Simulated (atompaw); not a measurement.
# u(r) = r·R(r): atom against pseudo-atom (helium)

Columns: radius, all-electron u(r) and pseudo u(r) of the 1s shell (level -26.72 eV) of helium in the configuration 1s1.5; PBE, non-relativistic, PAW (atompaw) scheme, atompaw 4.2.0.5.

| r (bohr) | all-electron | pseudo |
| --- | --- | --- |
| 0.029 | 0.1416 | 0.0926 |
| 0.058 | 0.2672 | 0.1841 |
| 0.087 | 0.3780 | 0.2736 |
| 0.115 | 0.4724 | 0.3571 |
| 0.144 | 0.5582 | 0.4397 |
| 0.173 | 0.6329 | 0.5177 |
| 0.202 | 0.6976 | 0.5902 |
| 0.231 | 0.7534 | 0.6569 |
| 0.260 | 0.8009 | 0.7171 |
| 0.288 | 0.8398 | 0.7690 |
| 0.317 | 0.8736 | 0.8160 |
| 0.346 | 0.9013 | 0.8562 |
| 0.375 | 0.9237 | 0.8897 |
| 0.404 | 0.9412 | 0.9168 |
| 0.433 | 0.9544 | 0.9378 |
| 0.462 | 0.9636 | 0.9532 |
| 0.490 | 0.9692 | 0.9632 |
| 0.519 | 0.9720 | 0.9691 |
| 0.548 | 0.9719 | 0.9710 |
| 0.577 | 0.9694 | 0.9695 |
| 0.606 | 0.9647 | 0.9651 |
| 0.635 | 0.9580 | 0.9584 |
| 0.663 | 0.9499 | 0.9502 |
| 0.692 | 0.9400 | 0.9401 |
| 0.721 | 0.9288 | 0.9288 |
| 0.750 | 0.9164 | 0.9164 |

How many radial nodes do the two functions have?

The all-electron 1s function has n − l − 1 = 0; the pseudo-wave has 0.

Where does each function peak?

Outermost all-electron maximum near 0.52 bohr, pseudo maximum near 0.55 bohr (to the table’s step).

Is the pseudo-wave norm-conserving?

No, it belongs to a PAW set: the norm inside the radius is not constrained, and the difference is carried by the augmentation charge.
